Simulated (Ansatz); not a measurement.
`[Cl][GeH]([Cl])[SeH]` + HCl → `[Cl][GeH]([Cl])[Cl]` + H₂Se at 298.15 K and 1 bar (ligand exchange at a Ge–Se bond).

Isolated molecules relaxed with PBE0-D4/def2-TZVP in Ansatz; ΔE leaves out vibrations. CCSD(T)/CBS adds triple-zeta CCSD(T) − MP2 to the extrapolated MP2 energy (def2 sets, frozen cores). This one scheme is used for every species. For Ge, Se outer-core shells are correlated without core-valence functions, which leaves a few kJ/mol of doubt a bond. Scalar relativity is left out up to krypton. One conformer a species, not always the lowest.

```tsv
species	CCSD(T)/CBS energy (Eh)	H − E (kJ/mol)	S (J/(mol·K))
`[Cl][GeH]([Cl])[SeH]`	-5397.68334	70.7	367.3
HCl	-460.38127	26.6	186.8
`[Cl][GeH]([Cl])[Cl]`	-3456.16971	50.0	329.5
H₂Se	-2401.89790	45.8	219.1
```

H − E and S are ideal-gas, rigid-rotor, harmonic terms from PBE0-D4/def2-TZVP, for one conformer and one mirror image of each species. 1 Eh = 2625.50 kJ/mol, R = 8.31446 J/(mol·K).

**Question.** By hand: ΔE, ΔH, ΔS and ΔG.

**Answer.** ΔE = (-3456.16971) + (-2401.89790) − (-5397.68334) − (-460.38127) = -0.00300 Eh = -7.9 kJ/mol. Δ(H − E) = 50.0 + 45.8 − 70.7 − 26.6 = -1.5, so ΔH = -9.4 kJ/mol. ΔS = 329.5 + 219.1 − 367.3 − 186.8 = -5.5 J/(mol·K). ΔG = -9.4 − 298.15 × (-5.5)/1000 = -7.8 kJ/mol.

**Question.** By hand: the equilibrium constant, and the temperature at which ΔG would vanish if ΔH and ΔS stayed fixed.

**Answer.** log₁₀ K = −ΔG/(RT ln 10) = 1.4. ΔG = 0 at ΔH/ΔS = 1709 K, though so small a ΔH makes that figure unsure.

The number of gas molecules stays the same, so ΔS is small and ΔH decides. A doubt of 5 kJ/mol in ΔE shifts log₁₀ K by 0.9 here. Other conformers and mirror images would add mixing entropy, several J/(mol·K) or more a flexible species. These are equilibria of isolated gas molecules and say nothing of rates. Largest T1 diagnostic: 0.009 (customary marks: 0.02 for closed shells, 0.045 for open ones).
